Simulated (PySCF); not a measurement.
Core-level binding energies of `CC(C)(C)[SiH2][SiH2]N`

C4H15NSi2.
Z-matrix (Å and degrees, PBE0-D3(BJ)/def2-SVP geometry), rows numbered from 1:
```
C 
C   1  1.5310
C   2  1.5314  1  110.00
C   2  1.5311  1  109.86  3  -121.07
Si  2  1.9140  1  109.33  3   119.49
Si  5  2.3483  2  112.40  1   -64.10
N   6  1.7398  5  107.79  2   166.37
H   1  1.1019  2  111.78  3  -179.11
H   1  1.1011  2  112.01  3   -58.08
H   1  1.1047  2  110.25  3    61.52
H   3  1.1026  2  111.99  1    57.89
H   3  1.1020  2  111.90  1   178.92
H   3  1.1046  2  110.37  1   -61.50
H   4  1.1050  2  110.30  1    60.19
H   4  1.1017  2  111.84  1   -59.33
H   4  1.1017  2  111.80  1   179.72
H   5  1.4997  2  109.53  1   174.60
H   5  1.5022  2  109.45  1    57.10
H   6  1.4974  5  110.86  2   -76.18
H   6  1.5085  5  109.33  2    39.73
H   7  1.0148  6  118.91  5   171.99
H   7  1.0144  6  118.30  5   -50.00
```

Level of theory: PySCF 2.14.0, delta-SCF UKS SCAN, pcX-2 on the ionised atom, pcseg-1 elsewhere, spin-free X2C. These are vertical core ionisation energies against the vacuum level, from separate self-consistent calculations with and without the core hole.

Q: List the computed XPS lines with their assignment.

A: 
```
 atom(s)      bonded to     level  binding energy (eV)  2p1/2 (eV)  above the level's lowest (eV)  count
     Si5  C, 2 H and Si  Si 2p3/2               105.77      106.39                           0.00      1
     Si6  N, 2 H and Si  Si 2p3/2               106.35      106.98                          +0.58      1
      C2     3 C and Si      C 1s               290.03           –                           0.00      1
C1/C3/C4      C and 3 H      C 1s               290.33           –                          +0.30      3
      N7     2 H and Si      N 1s               404.50           –                           0.00      1
     Si5  C, 2 H and Si     Si 1s              1845.48           –                           0.00      1
     Si6  N, 2 H and Si     Si 1s              1846.16           –                          +0.68      1
```

Lowest listed C 1s: C2, bonded to 3 C and Si. Highest, 0.30 eV above it: C1/C3/C4, bonded to C and 3 H.

Lowest listed Si 1s: Si5, bonded to C, 2 H and Si. Highest, 0.68 eV above it: Si6, bonded to N, 2 H and Si. Summing the Pauling electronegativity differences to the bonded atoms, each weighted by its formal bond order, gives +1.25 for the lowest site and +1.74 for the highest.

The listed Si 2p3/2 values span 0.58 eV, from Si5 (bonded to C, 2 H and Si) to Si6 (bonded to N, 2 H and Si).

Q: Express the binding energy of Si 2p3/2 of Si5 in atomic units and per mole.

A: 105.77 eV = 3.8870 Eh = 10205 kJ/mol.

Topologically equivalent atoms share the value of their first member; where this conformer doesn't relate them by symmetry, their own values could differ. Spin–orbit coupling isn't in the SCF: each 2p doublet comes from a relaxed spin-free hole plus a matrix of the shell (mean-field spin–orbit coupling and the ground-state 2p splitting), with 2p3/2 averaged over its two sublevels. 2p1/2 minus 2p3/2 (ligand field included): Si 0.62 eV. Isolated species at its PBE0-D3(BJ)/def2-SVP geometry (one conformer only).

The run took 3.7 min wall on an Arm Neoverse N1 with one thread, shared host with 64 logical CPUs at a one-minute load of 51, and the process peaked at 0.81 GiB of memory.
